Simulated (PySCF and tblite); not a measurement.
The numbers below are computed, except where a source is named.
Stationary points of C3H7BClN at GFN2-xTB, in Å:

Structure A

```
 1 C     2.624    0.379    0.408
 2 C     1.310    0.361    0.608
 3 B     0.249   -0.049   -0.460
 4 Cl    0.750   -0.532   -2.056
 5 N    -1.105   -0.036   -0.159
 6 C    -2.224   -0.380   -1.009
 7 H     3.328    0.668    1.173
 8 H     3.047    0.101   -0.544
 9 H     0.945    0.652    1.588
10 H    -1.397    0.244    0.766
11 H    -1.850   -0.672   -1.988
12 H    -2.894    0.475   -1.126
13 H    -2.789   -1.211   -0.582
```

Structure B

```
 1 C     2.360    0.808    0.687
 2 C     1.445   -0.130    0.875
 3 B     0.283   -0.493   -0.120
 4 Cl    0.594   -1.612   -1.421
 5 N    -0.988    0.036    0.022
 6 C    -2.161   -0.204   -0.792
 7 H     3.147    1.003    1.398
 8 H     2.362    1.427   -0.196
 9 H     1.509   -0.720    1.785
10 H    -1.166    0.688    0.772
11 H    -1.909   -0.910   -1.579
12 H    -2.509    0.727   -1.247
13 H    -2.968   -0.620   -0.185
```

Structure C

```
 1 C     1.935    0.866    0.856
 2 C     1.702   -0.251    0.177
 3 B     0.323   -0.696   -0.413
 4 Cl    0.135   -2.350   -0.936
 5 N    -0.750    0.170   -0.541
 6 C    -2.071   -0.099   -1.063
 7 H     2.909    1.112    1.250
 8 H     1.158    1.586    1.062
 9 H     2.538   -0.926    0.034
10 H    -0.638    1.129   -0.247
11 H    -2.131   -1.142   -1.365
12 H    -2.277    0.534   -1.930
13 H    -2.831    0.094   -0.302
```

The path came from a restrained scan, a climbing-image band and a saddle search at GFN2-xTB; energies are CAM-B3LYP/pcSseg-1 + D3(BJ), IEF-PCM acetone//GFN2-xTB, thermal terms GFN2-xTB.

**Question.** Which structure is a saddle point, and along which motion?

**Answer.** B: one imaginary mode (78i cm⁻¹ at GFN2-xTB, mostly on C1, H8, H9), along the rotation about the B3–C2 bond (torsion Cl4–B3–C2–C1 from 0° to 194°, rising).

**Question.** Give their symmetry and energies above the lowest.

**Answer.** A Cs, 0.0 kcal/mol; B C1, 4.0 kcal/mol; C C1, 1.4 kcal/mol.
